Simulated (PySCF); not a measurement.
CH4OZn, quintet, at a GFN2-xTB geometry of the parent state (such geometries of metal compounds can be far from the true shape) (a higher spin typed on purpose: for a closed-shell molecule this is an excited state); PySCF with DF-R2SCAN/cc-pVDZ.

Here is a job for PySCF.
```python
from pyscf import gto, scf, dft

mol = gto.Mole()
mol.atom = '''
    Zn   -0.017256    0.014696    0.176109
    C    -0.169991    1.585298   -1.038686
    H    -0.894382    2.312936   -0.697578
    H    -0.478570    1.232777   -2.016775
    H     0.783222    2.088236   -1.145615
    O     0.232777   -1.667910    0.450131
    H     0.265150   -2.243340    1.207772
'''
mol.basis = 'cc-pvdz'
mol.charge = 0
mol.spin = 4
mol.verbose = 4
mol.build()

mf = dft.UKS(mol)
mf.xc = 'r2scan'
mf = mf.density_fit(auxbasis='def2-universal-jkfit')
mf.kernel()
```

Problem. Write the output that PySCF gives for this input, abridged.

Solution. 
```
PySCF version 2.14.0

[INPUT] verbose = 4
[INPUT] num. atoms = 7
[INPUT] num. electrons = 48
[INPUT] charge = 0
[INPUT] spin (= nelec alpha-beta = 2S) = 4
[INPUT] symmetry False subgroup None
[INPUT] Mole.unit = angstrom
[INPUT] Symbol           X                Y                Z      unit          X                Y                Z       unit  Magmom
[INPUT]  1 Zn    -0.017256000000   0.014696000000   0.176109000000 AA   -0.032609114005   0.027771415127   0.332797778071 Bohr   0.0
[INPUT]  2 C     -0.169991000000   1.585298000000  -1.038686000000 AA   -0.321236433641   2.995779045821  -1.962832069420 Bohr   0.0
[INPUT]  3 H     -0.894382000000   2.312936000000  -0.697578000000 AA   -1.690137030741   4.370815583647  -1.318231370522 Bohr   0.0
[INPUT]  4 H     -0.478570000000   1.232777000000  -2.016775000000 AA   -0.904366231433   2.329610902663  -3.811152404870 Bohr   0.0
[INPUT]  5 H      0.783222000000   2.088236000000  -1.145615000000 AA    1.480075074734   3.946194123457  -2.164898594194 Bohr   0.0
[INPUT]  6 O      0.232777000000  -1.667910000000   0.450131000000 AA    0.439884778098  -3.151893100423   0.850624310177 Bohr   0.0
[INPUT]  7 H      0.265150000000  -2.243340000000   1.207772000000 AA    0.501060881928  -4.239298204282   2.282358300918 Bohr   0.0

nuclear repulsion = 171.680058475318
number of shells = 29
number of NR pGTOs = 202
number of NR cGTOs = 91
basis = cc-pvdz
ecp = {}

******** <class 'pyscf.df.df_jk.DFUKS'> ********
method = DFUKS
initial guess = minao
damping factor = 0
level_shift factor = 0
DIIS = <class 'pyscf.scf.diis.CDIIS'>
diis_start_cycle = 1
diis_space = 8
diis_damp = 0
SCF conv_tol = 1e-09
SCF conv_tol_grad = None
SCF max_cycles = 50
direct_scf = False
number electrons alpha = 26  beta = 22
XC library pyscf.dft.libxc version 7.1.2
    S. Lehtola, C. Steigemann, M. J. T. Oliveira, and M. A. L. Marques,  SoftwareX 7, 1–5 (2018)
XC functionals = r2scan
    J. W. Furness, A. D. Kaplan, J. Ning, J. P. Perdew, and J. Sun,  J. Phys. Chem. Lett. 11, 8208–8215 (2020)
    J. W. Furness, A. D. Kaplan, J. Ning, J. P. Perdew, and J. Sun,  J. Phys. Chem. Lett. 11, 9248–9248 (2020)
    J. W. Furness, A. D. Kaplan, J. Ning, J. P. Perdew, and J. Sun,  J. Phys. Chem. Lett. 11, 8208–8215 (2020)
    J. W. Furness, A. D. Kaplan, J. Ning, J. P. Perdew, and J. Sun,  J. Phys. Chem. Lett. 11, 9248–9248 (2020)
radial grids:
    Treutler-Ahlrichs [JCP 102, 346 (1995); DOI:10.1063/1.469408] (M4) radial grids

becke partition: Becke, JCP 88, 2547 (1988); DOI:10.1063/1.454033
pruning grids: <function nwchem_prune>
grids dens level: 3
symmetrized grids: False
atomic radii adjust function: <function treutler_atomic_radii_adjust>
small_rho_cutoff = 0
Set gradient conv threshold to 3.16228e-05
tot grids = 88072
init E= -1894.72836983044

cycle= 1 E= -1893.52804991261  delta_E=  1.2  |g|= 2.09  |ddm|= 2.47

cycle= 2 E= -1888.69317792169  delta_E= 4.83  |g|= 4.71  |ddm|= 5.18

cycle= 3 E= -1893.65139607578  delta_E= -4.96  |g|= 1.54  |ddm|= 4.49

cycle= 4 E= -1893.18016081184  delta_E= 0.471  |g|= 1.63  |ddm|= 2.51

cycle= 5 E= -1894.3900109635  delta_E= -1.21  |g|= 0.716  |ddm|= 1.76

cycle= 6 E= -1894.69961755978  delta_E= -0.31  |g|= 0.158  |ddm|= 0.825

cycle= 7 E= -1894.70296727438  delta_E= -0.00335  |g|= 0.103  |ddm|= 0.178

cycle= 8 E= -1894.70585671255  delta_E= -0.00289  |g|= 0.0305  |ddm|= 0.108

cycle= 9 E= -1894.70611911515  delta_E= -0.000262  |g|= 0.0153  |ddm|= 0.0396

cycle= 10 E= -1894.70618536606  delta_E= -6.63e-05  |g|= 0.00544  |ddm|= 0.0201

cycle= 11 E= -1894.70620912411  delta_E= -2.38e-05  |g|= 0.00264  |ddm|= 0.00966

cycle= 12 E= -1894.70622461393  delta_E= -1.55e-05  |g|= 0.00134  |ddm|= 0.0122

cycle= 13 E= -1894.70623348675  delta_E= -8.87e-06  |g|= 0.000879  |ddm|= 0.00997

cycle= 14 E= -1894.70624064174  delta_E= -7.15e-06  |g|= 0.000677  |ddm|= 0.011

cycle= 15 E= -1894.70624585085  delta_E= -5.21e-06  |g|= 0.000335  |ddm|= 0.0144

cycle= 16 E= -1894.70624666142  delta_E= -8.11e-07  |g|= 8.49e-05  |ddm|= 0.00725

cycle= 17 E= -1894.70624667546  delta_E= -1.4e-08  |g|= 4.2e-05  |ddm|= 0.000675

cycle= 18 E= -1894.70624667672  delta_E= -1.26e-09  |g|= 3.28e-05  |ddm|= 0.000237

cycle= 19 E= -1894.70624667718  delta_E= -4.6e-10  |g|= 8.58e-06  |ddm|= 5.47e-05

Extra cycle  E= -1894.70624667718  delta_E= -3.64e-12  |g|= 1.35e-05  |ddm|= 3.42e-05
converged SCF energy = -1894.70624667718  <S^2> = 6.0088988  2S+1 = 5.0035582
```
